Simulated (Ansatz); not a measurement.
`C[S][Zn][CH](C)C`, relaxed with RKS PBE0-D4/def2-TZVP in the Gaussian-basis code of Ansatz from a GFN2-xTB geometry. The force threshold is 0.005 eV/Å; the program also tests the step.

Total charge 0; spin multiplicity 1.

Start:

```xyz
16

C     0.895   -2.605   -0.507
S    -0.804   -2.851   -1.136
Zn   -1.380   -0.587   -0.977
C    -0.799    1.219   -0.125
C    -0.951    1.114    1.387
C     0.652    1.472   -0.513
H     0.882   -2.052    0.430
H     1.299   -3.599   -0.334
H     1.499   -2.094   -1.253
H    -1.409    2.049   -0.483
H    -0.380    0.278    1.790
H    -1.995    0.991    1.672
H    -0.578    2.025    1.860
H     0.763    1.580   -1.591
H     1.004    2.395   -0.046
H     1.303    0.666   -0.175
```

| step | energy (eV) | largest force (eV/Å) | largest move (Å) |
| --- | --- | --- | --- |
| 1 | -63553.0400 | 1.213 | 0.000 |
| 2 | -63553.2713 | 0.692 | 0.197 |
| 3 | -63553.3511 | 0.502 | 0.194 |
| 4 | -63553.3945 | 0.185 | 0.162 |
| 5 | -63553.4246 | 0.188 | 0.195 |
| 6 | -63553.4437 | 0.216 | 0.199 |
| 7 | -63553.4533 | 0.199 | 0.172 |
| 8 | -63553.4596 | 0.125 | 0.075 |
| 9 | -63553.4622 | 0.067 | 0.079 |
| 10 | -63553.4630 | 0.022 | 0.021 |
| 11 | -63553.4631 | 0.007 | 0.016 |
| 12 | -63553.4631 | 0.004 | 0.012 |
| 13 | -63553.4631 | 0.004 | 0.008 |
| 14 | -63553.4631 | 0.003 | 0.010 |
| 15 | -63553.4631 | 0.002 | 0.008 |

End:

```xyz
16

C     0.895   -3.319   -0.722
S    -0.784   -2.750   -1.154
Zn   -0.729   -0.656   -0.556
C    -0.707    1.236   -0.034
C    -1.017    1.434    1.446
C     0.601    1.922   -0.418
H     1.088   -3.237    0.347
H     0.949   -4.371   -1.001
H     1.661   -2.778   -1.277
H    -1.515    1.696   -0.617
H    -0.256    0.977    2.086
H    -1.982    1.008    1.733
H    -1.043    2.502    1.700
H     0.813    1.852   -1.488
H     0.572    2.989   -0.160
H     1.456    1.494    0.114
```

Run time 24 s (2 threads of an AMD EPYC 7R13 on a shared host and a share of an NVIDIA H100 80 GB); peak host memory 0.97 GiB.
